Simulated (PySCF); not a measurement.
This PySCF input asks for the NMR shieldings of SMILES C/N=C/C[N@+]1(C)[BH2-]CCC1, C₇H₁₇BN₂; the geometry comes from PBE0-D3(BJ)/def2-SVP.

```python
import basis_set_exchange as bse
import numpy as np
from pyscf import gto, dft
from pyscf.prop import nmr

atoms = """
C     3.708116    0.632561   -0.110439
N     2.692832   -0.349836    0.143311
C     1.613063   -0.277987   -0.511967
C     0.543084   -1.309421   -0.325037
N    -0.776904   -0.744804    0.042258
C    -1.743747   -1.848996    0.133764
B    -1.333203    0.396715   -1.078779
C    -1.259375    1.746013   -0.191233
C    -1.573003    1.228817    1.211322
C    -0.703676   -0.007596    1.346661
H     4.627510    0.127364   -0.448157
H     3.966192    1.140244    0.833040
H     3.424332    1.394943   -0.862093
H     1.408712    0.513652   -1.257932
H     0.877961   -2.016990    0.450770
H     0.403341   -1.857091   -1.270416
H    -1.376557   -2.626405    0.824458
H    -2.704563   -1.458430    0.487664
H    -1.895132   -2.279035   -0.864338
H    -0.626406    0.303715   -2.075099
H    -2.487825    0.059949   -1.320087
H    -0.258959    2.217623   -0.191286
H    -1.974310    2.516092   -0.518475
H    -2.639379    0.954889    1.288027
H    -1.362246    1.932209    2.034563
H     0.343147    0.293423    1.496265
H    -0.972557   -0.685123    2.172612
"""
names = dict.fromkeys(["C", "N", "B", "H"], "pcSseg-1")
basis = {el: gto.basis.parse(bse.get_basis(n, elements=[el], fmt="nwchem")) for el, n in names.items()}
mol = gto.M(atom=atoms, basis=basis, charge=0, verbose=0)
mf = dft.RKS(mol, xc="PBE0")
mf.grids.level = 2
mf.grids.alignment = dft.numint.BLKSIZE   # the property module wants whole blocks of grid points
mf.conv_tol = 1e-9
mf.kernel()

calc = nmr.RKS(mf)   # GIAO
C = mf.mo_coeff
Co = C[:, mf.mo_occ > 0]
resp = mf.gen_response(singlet=True, hermi=2)
def vind(x):   # induced exchange potential for any number of trial vectors
    d = np.einsum("pi,xij,qj->xpq", C, 2 * x.reshape(-1, C.shape[1], Co.shape[1]), Co, optimize=True)
    return np.einsum("xpq,pi,qj->xij", resp(d - d.transpose(0, 2, 1)), C, Co, optimize=True).ravel()
mo1, _ = nmr.rhf.solve_mo1(calc, with_cphf=vind)
sigma = calc.kernel(mo1)
for i, s in enumerate(sigma):   # ppm
    w = np.linalg.eigvalsh((s + s.T) / 2)
    print("%2d %-2s iso %8.1f  s11 %8.1f  s22 %8.1f  s33 %8.1f" % (i, mol.atom_pure_symbol(i), w.mean(), *w))
```

Question: What does it print?

Answer: 
```
 0 C  iso    133.2  s11    106.1  s22    116.4  s33    177.2
 1 N  iso   -131.8  s11   -505.0  s22   -143.5  s33    253.1
 2 C  iso     13.8  s11    -90.0  s22     29.1  s33    102.3
 3 C  iso    114.6  s11     94.3  s22    106.4  s33    142.9
 4 N  iso    195.7  s11    174.3  s22    191.7  s33    221.0
 5 C  iso    128.9  s11     95.8  s22    116.5  s33    174.5
 6 B  iso    105.8  s11     81.1  s22    100.8  s33    135.5
 7 C  iso    163.8  s11    149.4  s22    159.6  s33    182.4
 8 C  iso    154.3  s11    129.2  s22    160.8  s33    172.8
 9 C  iso    121.2  s11     83.2  s22    119.6  s33    161.0
10 H  iso     27.5  s11     24.6  s22     25.8  s33     32.2
11 H  iso     27.5  s11     25.0  s22     26.0  s33     31.4
12 H  iso     28.2  s11     25.9  s22     27.5  s33     31.3
13 H  iso     23.1  s11     19.6  s22     22.5  s33     27.2
14 H  iso     28.4  s11     24.6  s22     26.9  s33     33.6
15 H  iso     27.8  s11     24.7  s22     26.0  s33     32.6
16 H  iso     29.3  s11     25.1  s22     26.7  s33     36.1
17 H  iso     28.5  s11     24.4  s22     26.8  s33     34.5
18 H  iso     28.7  s11     24.6  s22     26.4  s33     35.0
19 H  iso     28.4  s11     25.9  s22     27.1  s33     32.1
20 H  iso     28.9  s11     24.7  s22     28.5  s33     33.4
21 H  iso     30.8  s11     27.2  s22     28.7  s33     36.5
22 H  iso     30.4  s11     25.9  s22     27.0  s33     38.2
23 H  iso     29.4  s11     25.3  s22     27.4  s33     35.5
24 H  iso     29.6  s11     25.0  s22     26.4  s33     37.4
25 H  iso     28.7  s11     23.7  s22     29.4  s33     32.9
26 H  iso     29.1  s11     25.1  s22     28.0  s33     34.1
```

These numbers come from an equivalent density-fitted implementation of the same equations, which agrees with the script to about 0.01 ppm for H and up to a few tenths of a ppm for heavy atoms, so last digits may differ.

Question: Turn these shieldings into chemical shifts. Referencing at the same level of theory: 13C (σ = 184.41 ppm), 1H (σ = 31.27 ppm) against TMS; NH3 for 15N (σ = 265.67 ppm); 11B (σ = 100.73 ppm) vs BF3·OEt2.

Answer: Averaging equivalent atoms: C 2: 170.6; C 3: 69.8; C 9: 63.2; C 5: 55.5; C 0: 51.2; C 8: 30.1; C 7: 20.6; N 1: 397.5; N 4: 70.0; B 6: -5.1; H 13: 8.20; H 10/11/12: 3.52; H 15: 3.49; H 19: 2.91; H 14: 2.90; H 25: 2.57; H 16/17/18: 2.43; H 20: 2.39; H 26: 2.19; H 23: 1.84; H 24: 1.63; H 22: 0.91; H 21: 0.47 ppm. Experimental scales use liquid or dissolved standards, which lie at an offset from isolated NH3 (liquid NH3: subtract about 20 ppm). Unscaled 15N shifts of sp2 nitrogen come out 20 to 40 ppm too high even then.

Size and cost of the density-fitted run: 255 basis functions, 3.3 min wall time on 1 thread of an Intel Xeon, shared host; peak memory 1.2 GiB.
